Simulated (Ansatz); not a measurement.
System: C3H9Si, net charge 0, doublet state. It need not be the lowest isomer of its formula. 
Coordinates optimised at B3LYP-D3(BJ)/def2-TZVP (Ansatz, a first-principles code):
```
Si
H 1 1.4925
C 1 1.8471 2 108.95
H 3 1.0851 1 122.94 2 88.61
H 3 1.0851 4 114.06 1 177.45
C 1 1.8773 2 108.07 3 -119.74
H 6 1.0921 1 111.08 2 61.60
H 6 1.0922 7 107.93 1 -121.89
H 6 1.0922 7 107.80 8 -116.44
C 1 1.8773 2 108.07 3 119.74
H 10 1.0921 1 111.08 2 -61.60
H 10 1.0922 11 107.93 1 121.89
H 10 1.0922 11 107.80 12 116.44
```
Charge 0, spin multiplicity 2.

Parts of the frozen-core correlation energy in cc-pV(Q+d)Z (Ansatz, hartree). Frozen orbitals: 8; correlated occupied orbitals by spin: 13 and 12; virtual: 478 and 479. UHF or UKS for open shells. Spin-orbit coupling is left out. Non-relativistic.

```json
[
 {"term": "reference (HF)", "value": "-407.83162"},
 {"term": "MP2 opposite-spin", "value": "-0.53632"},
 {"term": "MP2 same-spin", "value": "-0.13404"},
 {"term": "CCSD correlation", "value": "-0.72174"},
 {"term": "(T)", "value": "-0.02763"},
 {"term": "T1 diagnostic", "value": "0.011"},
 {"term": "largest doubles amplitude", "value": "0.015"},
 {"term": "<S^2> of the reference", "value": "0.761"}
]
```
